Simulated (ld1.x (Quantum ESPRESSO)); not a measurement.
What one change does to a pseudopotential (Nb, TM)

```
Element                 : Nb
Generator               : ld1.x (Quantum ESPRESSO) 7.5
Type                    : norm-conserving Troullier–Martins (Kleinman–Bylander form)
Functional              : PBEsol
Relativity              : scalar-relativistic
Frozen core             : [Kr]
Valence charge          : 5
Reference configuration : 4d4 5s0.75 5p0 (charge +0.25)
Partial waves           : 5s (bound): rc 2.70 bohr; 5p (bound, empty): rc 1.45 bohr; 4d (bound): rc 2.50 bohr
Local potential         : the d channel
Core correction         : a·sin(br)/r model core inside 1.20 bohr
```

Change: wave 4d (bound): rc 2.50 bohr becomes 4d (bound): rc 1.76 bohr.

Cutoffs: the cutoffs (Ry, on a coarse ladder) from which the occupation-weighted sum of valence levels, in a spherical-Bessel basis at the reference potential, stays within 10 and 1 mRy of its value at 400 Ry; they do not see the model core or the augmentation charge, which bear on the density cutoff. Errors are all-electron minus pseudo energies relative to the spin-unpolarised reference configuration.

Problem. Predict the effect on cutoff, ghosts and configuration errors.

Solution. The potential gets harder (30 Ry and 35 Ry → 35 Ry and 45 Ry); both files keep a bound ghost (p, s); of the 6 tests that both files solve, the error grows in 1 and shrinks in 0 by more than 15 % and 0.3 meV (median size 65.4 → 60.2 meV); the range in which the d phases agree widens (upper end 1.4 → at the end of the scan). A smaller radius makes the pseudo-wave follow the all-electron one further in, where it bends more sharply, so more plane waves are needed.

| quantity | base | changed |
| --- | --- | --- |
| cutoff, loose | 30 Ry | 35 Ry |
| cutoff, tight | 35 Ry | 45 Ry |
| loose cutoff by channel (10 mRy a level) | s 6 Ry, d 25 Ry | s 6 Ry, d 30 Ry |
| bound ghosts | p, s | s, p |
| tests counted (converged, no solver errors) | 6 of 7 | 6 of 7 |
| error for 4d4 5s1 5p0, meV [ΔE -1.16 eV] | -0.4 | -0.5 |
| error for 4d4 5s0 5p0, meV [ΔE 5.49 eV] | -9.5 | -11 |
| error for 4d3 5s0 5p0, meV [ΔE 19.52 eV] | -75 | -67 |
| error for 4d3 5s1 5p0, meV [ΔE 5.88 eV] | -56 | -54 |
| error for 4d1 5s0 5p0, meV [ΔE 81.08 eV] | -1477 | -1597 |
| error for 4d2 5s0 5p0, meV [ΔE 44.21 eV] | -481 | -484 |
| s: phases at 2.94 bohr within 0.05 rad from the reference energy up to (Ry; the scan ends near 5) | 1.9 | 1.4 |
| p: phases at 2.94 bohr within 0.05 rad from the reference energy up to (Ry; the scan ends near 5) | 4.3 | 4.5 |
| d: phases at 2.94 bohr within 0.05 rad from the reference energy up to (Ry; the scan ends near 5) | 1.4 | to the end of the scan |

Base: The cutoffs count occupied waves only; the empty 5p level needs 70 Ry at the loose tolerance. Tests not counted: 4d3 5s1 5p1 (solver errors, printed error -2.2 eV). These tests converged, but a pseudo level misses the all-electron one widely, so the file describes the atom poorly there or has found another state: 4d2 5s0 5p0: empty 5s by 3.5 eV. The 5p radius (1.45 bohr) lies inside the outermost node of the all-electron wave (1.62 bohr), which a nodeless pseudo-wave cannot match soundly. Changed file: The cutoffs count occupied waves only; the empty 5p level needs 60 Ry at the loose tolerance. Tests not counted: 4d3 5s1 5p1 (solver errors, printed error -2.2 eV). These tests converged, but a pseudo level misses the all-electron one widely, so the file describes the atom poorly there or has found another state: 4d1 5s0 5p0: empty 5s by 9.3 eV (a node warning on the way); 4d2 5s0 5p0: empty 5s by 3.5 eV. The 5p radius (1.45 bohr) lies inside the outermost node of the all-electron wave (1.62 bohr), which a nodeless pseudo-wave cannot match soundly. A true bound ghost makes a file unfit for plane-wave use even where its test errors are small: the radial tests pick states by their node count and pass the ghost by. Where a test does run into it, the solver fails or the error is huge.
